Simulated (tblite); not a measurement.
C₄H₁₂ClFSi₂.
SMILES with atom numbers: `[CH3:1][SiH2:2][CH2:3][C@H:4]([CH2:5][F:6])[SiH2:7][Cl:8]` (hydrogens: H9, H10, H11 on C1; H12, H13 on Si2; H14, H15 on C3; H16 on C4; H17, H18 on C5; H19, H20 on Si7)

Structure optimised with GFN2-xTB, isolated species.

Problem. Give the optimised bond lengths and angles.

Solution. 
```json
{"bond": "C1–Si2", "length (Å)": "1.895"}
{"bond": "Si2–C3", "length (Å)": "1.907"}
{"bond": "C3–C4", "length (Å)": "1.534"}
{"bond": "C4–C5", "length (Å)": "1.520"}
{"bond": "C5–F6", "length (Å)": "1.378"}
{"bond": "C4–Si7", "length (Å)": "1.917"}
{"bond": "Si7–Cl8", "length (Å)": "2.019"}
{"bond": "C1–H9, C1–H10, C1–H11", "length (Å)": "1.086"}
{"bond": "Si2–H12", "length (Å)": "1.470"}
{"bond": "Si2–H13", "length (Å)": "1.470"}
{"bond": "C3–H14", "length (Å)": "1.092"}
{"bond": "C3–H15", "length (Å)": "1.093"}
{"bond": "C4–H16", "length (Å)": "1.095"}
{"bond": "C5–H17", "length (Å)": "1.095"}
{"bond": "C5–H18", "length (Å)": "1.094"}
{"bond": "Si7–H19", "length (Å)": "1.462"}
{"bond": "Si7–H20", "length (Å)": "1.457"}
```

Bonds in one row agree within 0.01 Å and their mean is given. A selection of angles:
```json
{"angle": "C1–Si2–C3", "degrees": "108.2"}
{"angle": "Si2–C3–C4", "degrees": "115.3"}
{"angle": "C3–C4–C5", "degrees": "111.1"}
{"angle": "C3–C4–Si7", "degrees": "111.0"}
{"angle": "C5–C4–Si7", "degrees": "109.8"}
{"angle": "C4–C5–F6", "degrees": "110.5"}
{"angle": "C4–Si7–Cl8", "degrees": "107.4"}
```

Dihedral angles: C1–Si2–C3–C4 -178° (antiperiplanar); Si2–C3–C4–C5 -71° (synclinal); C3–C4–C5–F6 -68° (synclinal); C3–C4–Si7–Cl8 -67° (synclinal).

Si7 (chlorine-bound silicon) is tetrahedral (angles from 107.4° to 111.9°). Of the pairs four or more bonds apart, Si2···H18 is among the closest relative to their van der Waals radii: 2.97 Å, 90 % of the sum of Bondi's values. Si2 (SiH2 silicon) is tetrahedral (angles from 108.2° to 112.1°). The C–Si distances run from 1.895 Å (C1–Si2, drawn single) to 1.917 Å (C4–Si7, drawn single), a spread of 0.022 Å.

Point group: C1 (no symmetry element, even within 0.4 Å). Its lowest GFN2-xTB frequency is 13 cm⁻¹, too small to tell a flat minimum from a shallow saddle. The numbers are those of one conformer. 3 starts were optimised and ended at 0.00, 0.15 and 1.20 kcal/mol (GFN2-xTB); the lowest of these is shown.

Hardware: an Arm Neoverse N1 with one thread, no GPU, on a shared host. Cost: 0.92 s of wall time. That covers the optimisation of the geometry.

These are computed values.
